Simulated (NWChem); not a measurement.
Molecule: C2H4BFO2; SMILES FB(OC=C)O

```xyz
10

C      0.5262     2.1393    -0.1477
C     -0.6273     1.5136     0.1429
O     -0.8793     0.1686     0.1918
B     -0.0294    -0.8810    -0.0377
O     -0.5455    -2.1346     0.0782
F      1.2690    -0.7026    -0.3660
H      1.4542     1.6075    -0.3937
H      0.5358     3.2381    -0.1370
H     -1.5429     2.0778     0.3862
H      0.1274    -2.8143    -0.1013
```
Atoms are numbered in this order, from 1.

Program: NWChem. Pople sets run with spherical d functions. The geometry was optimised at PBE-D3(BJ)/def2-SVP. Atomic charges in e: unrestrained fits to the electrostatic potential beside Mulliken populations; buried atoms are poorly determined by the fit.

Problem. What does the run give for Hartree-Fock/6-31G*? Quantities: ESP C1; Mulliken C1; ESP C2; Mulliken C2; ESP O3; Mulliken O3; ESP B4; Mulliken B4; ESP O5; Mulliken O5; relative RMS misfit of the potential (%).

Solution. 
- ESP C1: -0.61
- Mulliken C1: -0.48
- ESP C2: 0.24
- Mulliken C2: 0.19
- ESP O3: -0.49
- Mulliken O3: -0.63
- ESP B4: 1.08
- Mulliken B4: 1.00
- ESP O5: -0.79
- Mulliken O5: -0.73
- relative RMS misfit of the potential (%): 26
